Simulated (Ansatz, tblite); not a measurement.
Breaking a bond: LiNa, singlet.

- GFN2-xTB, 300 K electronic temperature (tblite)
- FCI = full CI/aug-cc-pVTZ, frozen core run with Ansatz (an electronic-structure program)

Energies relative to the lowest point of each curve near equilibrium, in kcal/mol; the last columns give the difference from FCI:

```json
[
 {"R / Å": "2.31", "GFN2-xTB": "1.8", "FCI": "8.7", "GFN2-xTB − FCI": "-6.9"},
 {"R / Å": "2.51", "GFN2-xTB": "0.0", "FCI": "3.6", "GFN2-xTB − FCI": "-3.6"},
 {"R / Å": "2.61", "GFN2-xTB": "0.1", "FCI": "2.0", "GFN2-xTB − FCI": "-1.9"},
 {"R / Å": "2.74", "GFN2-xTB": "0.9", "FCI": "0.7", "GFN2-xTB − FCI": "0.2"},
 {"R / Å": "2.81", "GFN2-xTB": "1.6", "FCI": "0.3", "GFN2-xTB − FCI": "1.3"},
 {"R / Å": "2.93", "GFN2-xTB": "3.1", "FCI": "0.0", "GFN2-xTB − FCI": "3.1"},
 {"R / Å": "3.03", "GFN2-xTB": "4.5", "FCI": "0.1", "GFN2-xTB − FCI": "4.4"},
 {"R / Å": "3.07", "GFN2-xTB": "5.1", "FCI": "0.2", "GFN2-xTB − FCI": "4.9"},
 {"R / Å": "3.28", "GFN2-xTB": "8.7", "FCI": "1.2", "GFN2-xTB − FCI": "7.5"},
 {"R / Å": "3.36", "GFN2-xTB": "10.1", "FCI": "1.8", "GFN2-xTB − FCI": "8.3"},
 {"R / Å": "3.63", "GFN2-xTB": "13.4", "FCI": "4.1", "GFN2-xTB − FCI": "9.2"},
 {"R / Å": "3.90", "GFN2-xTB": "18.0", "FCI": "6.7", "GFN2-xTB − FCI": "11.3"},
 {"R / Å": "4.43", "GFN2-xTB": "28.2", "FCI": "11.6", "GFN2-xTB − FCI": "16.6"},
 {"R / Å": "4.89", "GFN2-xTB": "36.3", "FCI": "14.8", "GFN2-xTB − FCI": "21.5"},
 {"R / Å": "5.33", "GFN2-xTB": "43.0", "FCI": "16.8", "GFN2-xTB − FCI": "26.2"},
 {"R / Å": "5.88", "GFN2-xTB": "49.8", "FCI": "18.3", "GFN2-xTB − FCI": "31.6"},
 {"R / Å": "6.43", "GFN2-xTB": "54.9", "FCI": "19.0", "GFN2-xTB − FCI": "35.9"},
 {"R / Å": "7.20", "GFN2-xTB": "59.6", "FCI": "19.5", "GFN2-xTB − FCI": "40.1"},
 {"R / Å": "7.92", "GFN2-xTB": "—", "FCI": "19.6", "GFN2-xTB − FCI": "—"},
 {"R / Å": "8.84", "GFN2-xTB": "—", "FCI": "19.7", "GFN2-xTB − FCI": "—"}
]
```

GFN2-xTB is furthest from FCI at 7.20 (40.1 kcal/mol, above); its mean absolute difference over the points is 13.0 kcal/mol.

A dash means that the run gave no value there, or that the column was ended at a point which the program doubted or which failed a test of continuity chosen for this set; such a test can also cut sound points.
